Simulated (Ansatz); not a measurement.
A set of 12 reactions (atomization), with CCSD(T)/CBS values in kJ/mol:

```json
{"reaction": "`[NH2][Sn][N]([SiH3])[SiH3]` → 8 H• + 2 N• + 2 Si• + Sn•", "ΔE": "4091.2"}
{"reaction": "`C[Si]O` → C• + 4 H• + O• + Si•", "ΔE": "2558.6"}
{"reaction": "`C[SiH2][SiH2]C=N` → 2 C• + 9 H• + N• + 2 Si•", "ΔE": "4864.2"}
{"reaction": "`[OH][GeH2][NH]CF` → C• + F• + Ge• + 6 H• + N• + O•", "ΔE": "3820.0"}
{"reaction": "`N=C(S)[SiH2]O` → C• + 5 H• + N• + O• + S• + Si•", "ΔE": "3580.4"}
{"reaction": "`C#[C][Sn]([F])[F]`• → 2 C• + 2 F• + H• + Sn•", "ΔE": "2337.8"}
{"reaction": "`N[SiH]` → 3 H• + N• + Si•", "ΔE": "1538.4"}
{"reaction": "`CO[SiH](F)S[SiH2]F` → C• + 2 F• + 6 H• + O• + S• + 2 Si•", "ΔE": "4940.3"}
{"reaction": "`F[SiH](F)[S]`• → 2 F• + H• + S• + Si•", "ΔE": "1819.5"}
{"reaction": "`C=C(F)S` → 2 C• + F• + 3 H• + S•", "ΔE": "2636.0"}
{"reaction": "`CC(C)(C)O[Si]O` → 4 C• + 10 H• + 2 O• + Si•", "ΔE": "6851.7"}
{"reaction": "`[OH][Al]([Cl])[SiH2]Cl` → Al• + 2 Cl• + 3 H• + O• + Si•", "ΔE": "2633.1"}
```

Program: Ansatz. Geometries: PBE0-D4/def2-TZVP. ΔE: electronic, gas phase. CCSD(T)/CBS adds triple-zeta CCSD(T) − MP2 to the extrapolated MP2 energy (def2 sets, frozen cores). Small cases extrapolate CCSD(T) itself. Functionals use def2-TZVPP. B3LYP here is the variant with VWN-RPA as its local correlation; programs differ in this. Open shells (•) are unrestricted, without spin–orbit coupling. Spin–orbit coupling would lower the free atoms: a little for Al, C, Cl, F, O, S, Si; clearly for Ge; strongly for Sn. def2 core potentials past Kr. Bonds to Ge, Sn are less sure, by a few kJ/mol each and by 10 to 20 or more in all where they break to atoms, as the def2 sets lack core-valence functions. Scalar relativity is left out up to krypton. One conformer a species, not always the lowest.

Question: Give the mean, mean absolute and largest difference (level minus CCSD(T)/CBS, kJ/mol) for: B3LYP-D4, ωB97M-V, B2PLYP, r2SCAN, PBE0, HF/def2-TZVPP, MP2/def2-TZVPP, SCS-MP2/def2-TZVPP, HF/def2-QZVPP, MP2/def2-QZVPP, SCS-MP2/def2-QZVPP, HF/CBS(def2), MP2/CBS(def2), CCSD/CBS(def2). (Best estimate.)

Answer: The calculation gave: 
```tsv
level	mean	mean absolute	largest
B3LYP-D4	-15.0	20.3	-49.4
ωB97M-V	3.0	13.3	20.7
B2PLYP	-51.3	51.3	-88.9
r2SCAN	-12.4	16.3	-62.9
PBE0	-44.9	48.1	-115.9
HF/def2-TZVPP	-1004.6	1004.6	-1834.9
MP2/def2-TZVPP	-43.2	47.2	-134.6
SCS-MP2/def2-TZVPP	-58.1	58.1	-97.1
HF/def2-QZVPP	-996.6	996.6	-1825.4
MP2/def2-QZVPP	19.6	37.5	72.2
SCS-MP2/def2-QZVPP	11.9	11.9	23.6
HF/CBS(def2)	-995.4	995.4	-1823.9
MP2/CBS(def2)	61.4	61.4	117.4
CCSD/CBS(def2)	-57.5	57.5	-97.8
```

The largest T1 diagnostic in the set is 0.018, for Al• (customary mark 0.045).

CCSD(T)/CBS is a level of theory with its own doubt, and the functionals carry their triple-zeta basis error, so these figures describe this set and don't rank the functionals.
